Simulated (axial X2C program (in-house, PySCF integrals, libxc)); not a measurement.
## InF along the bond: HF, without spin–orbit coupling

Computed with an in-house relativistic program for diatomic molecules. Spin-free means the one-electron spin-free X2C Hamiltonian. Basis: In dyall-cv3z [11s12p9d4f1g], F dyall-av3z [7s6p3d2f] (cores contracted in-house); Gaussian nuclei, density fitting, unrestricted open shells. Masses: In 114.904 u, F 18.998 u.

State: M_S = 0, Λ = 0 (closed shell). Dipoles are positive if F is the positive end.

Results along the bond:

```csv
R (Å),μ (D),HOMO (eV),LUMO (eV)
1.739,-1.338,-8.91,0.76
1.819,-1.937,-9.12,0.68
1.879,-2.390,-9.28,0.62
1.939,-2.845,-9.44,0.56
1.999,-3.304,-9.59,0.49
2.069,-3.841,-9.76,0.42
2.139,-4.379,-9.92,0.34
2.229,-5.071,-10.11,0.24
2.339,-5.913,-10.33,0.11
2.499,-7.126,-10.58,-0.07
```

One determinant describes the state; a PBE0 search over occupations chose it and may have missed a lower one. The closed shell is kept restricted, so the energy runs too high when the bond is stretched far.
